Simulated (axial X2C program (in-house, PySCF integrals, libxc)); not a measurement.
## Low determinants of AuTe at the PBE0 level, two-component

Computed with an axial X2C code built on PySCF integrals. Two-component (2c) means X2C with spin–orbit coupling and atomic mean-field two-electron Coulomb and Gaunt terms. Basis: Au dyall-cv3z [13s14p9d6f4g], Te dyall-cv3z [11s12p8d4f1g] (cores contracted in-house); Gaussian nuclei, density fitting, unrestricted open shells. Masses: Au 196.967 u, Te 129.906 u.

Search at 2.490 Å (vertical energies from the lowest determinant):

```csv
ΔE (eV),state,electrons beyond evenly filled partner blocks,"electrons in ±ω = 1/2, 3/2, 5/2, 7/2"
0.00,Ω = 3/2,ω = 3/2,76 39 14 2
0.52,Ω = 1/2,ω = 1/2,75 40 14 2
1.72,Ω = 1/2,"2 × ω = -1/2, ω = 3/2",76 39 14 2
1.78,Ω = 1/2,ω = 1/2,77 38 14 2
2.30,Ω = 5/2,"2 × ω = 1/2, ω = 3/2",76 39 14 2
3.29,Ω = 3/2,3 × ω = 1/2,75 40 14 2
3.43,Ω = 5/2,ω = 5/2,76 40 13 2
```

Lowest determinant, Ω = 3/2 (⟨Sz⟩ = 0.50, ⟨Lz⟩ = 1.00 at PBE0): Re = 2.478 Å, ωe = 205.9 cm⁻¹.

The determinant in row 2 of the search, Ω = 1/2 (⟨Sz⟩ = -0.49, ⟨Lz⟩ = 0.99 at PBE0), was followed along the bond at PBE0; measured from the minimum of the lowest determinant it gives:

Te = 0.523 eV (4218 cm⁻¹), Re = 2.483 Å, ωe = 205.0 cm⁻¹.

The determinant in row 3 of the search, Ω = 1/2 (⟨Sz⟩ = 0.49, ⟨Lz⟩ = 0.01 at PBE0), was followed along the bond at PBE0; measured from the minimum of the lowest determinant it gives:

Te = 1.700 eV (13707 cm⁻¹), Re = 2.566 Å, ωe = 156.6 cm⁻¹.

Q: Compare the bond of the determinant in row 2 with that of the lowest one.

A: At PBE0 its Re is 0.005 Å longer and its force constant, which goes as ωe², is 0.99 times that of the lowest determinant. T0 ≈ Te + Δωe/2 = 4218 + (0) = 4218 cm⁻¹.

The search compares states at one distance, so a state with another bond length can lie lower; it is not exhaustive and yields mostly the lowest determinant of each block pattern, so other components and higher states of one pattern are missing. These are energies of single determinants, not of spin-adapted states; PBE0 term energies can be off by some tenths of an eV, and the functional has no current term.
